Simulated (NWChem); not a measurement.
System: oxalic acid (C₂H₂O₄); SMILES O=C(O)C(=O)O

```xyz
8

O      1.0431     1.4046    -0.0111
C     -0.1154     0.7588     0.0008
O     -1.1960     1.2737     0.0116
C      0.1154    -0.7588     0.0008
O     -1.0431    -1.4046    -0.0111
O      1.1960    -1.2737     0.0116
H      0.8360     2.3521    -0.0089
H     -0.8360    -2.3521    -0.0089
```
Atoms are numbered in this order, from 1.

Computed with NWChem. Pople sets run with spherical d functions. All runs use the structure optimised with PBE0/def2-SVP.

Task: Predict the results for PBE/6-311++G**. Quantities: highest occupied level (eV); orbital gap (eV).

Result: 
```json
{
  "highest occupied level (eV)": "-6.67",
  "orbital gap (eV)": "3.51"
}
```
